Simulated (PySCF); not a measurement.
# Reading the logs of faulty runs: CH7N2Si

These are calculations, not measurements. They come from PySCF 2.14.0, an open-source quantum chemistry program, on an isolated molecule that a program drew, which may never have been made. The molecule is CH7N2Si (charge 0, doublet), drawn as the SMILES string `[CH2]N[SiH2]N`.

Each row is a Hartree-Fock (HF) and frozen-core CCSD(T) single point in the cc-pV(D+d)Z basis, meant for a local HF minimum. Run 1 is clean. Each other run has one planted mistake out of seven kinds, and not every kind appears here: one electron removed, one electron added, multiplicity raised by two, geometry at a saddle point, minimal basis STO-3G, one bond length entered in bohr, all coordinates scaled. The reference is restricted for singlets and unrestricted otherwise, and also for a bond in bohr. Adding or removing an electron swaps singlet and doublet. Electrons count all cores. HOMO and LUMO are orbital energies over both spins, the gradient is its largest component, and the lowest frequency (negative if imaginary) is given only where the gradient is small. Bond lengths are over the 10 bonds as drawn. T1 is the CCSD diagnostic: over 0.02 (restricted) or 0.045 (unrestricted) a single reference is doubtful.

Geometry of the clean run:
```xyz
11
CH7N2Si, angstrom
C     0.0057    1.9633    1.9666
N     0.3580    1.1562    0.8780
Si    0.9247    1.7105   -0.6546
N    -0.1972    2.8341   -1.2966
H    -0.4382    1.4728    2.8240
H    -0.3063    2.9742    1.7383
H     0.5241    0.1977    1.1145
H     1.1252    0.4567   -1.4233
H     2.2117    2.4451   -0.6227
H    -1.1450    2.5689   -1.4864
H     0.1135    3.5434   -1.9324
```

```
run,electrons,basis functions,<S^2>,HOMO (eV),LUMO (eV),gradient (hartree/bohr),lowest frequency (cm^-1),mean bond (Å),longest bond (Å),T1,HF (hartree),CCSD(T) (hartree),mistake
1,41,100,0.760,-7.82,4.41,2.0e-05,120,1.2976,1.726,0.0143,-439.79389,-440.42154,no fault
2,41,100,1.530,-7.47,2.56,1.3e-02,-,1.4294,2.801,0.0547,-439.67608,-440.30009,one bond length entered in bohr
3,41,100,3.768,-2.56,0.06,5.9e-02,-,1.2976,1.726,0.0243,-439.55826,-440.16719,multiplicity raised by two
4,41,31,0.758,-5.69,9.97,3.1e-02,-,1.2976,1.726,0.0128,-434.53549,-434.75233,minimal basis STO-3G
5,41,100,0.759,-7.62,4.50,3.3e-02,-,1.2573,1.672,0.0134,-439.78223,-440.40354,?
```

**Which mistake was planted in run 5, and what did it cost?**

The mean and the longest bond both change by the same factor, 0.969, and the gradient is no longer small. So the mistake is: all coordinates scaled. Subtracting run 1 and multiplying by 627.51 kcal/mol a hartree, the energy moved by 7.3 kcal/mol in HF and 11.3 kcal/mol in CCSD(T).

Cautions from the logs. Run 2: T1 is over the limit, so its CCSD(T) energy is less reliable.
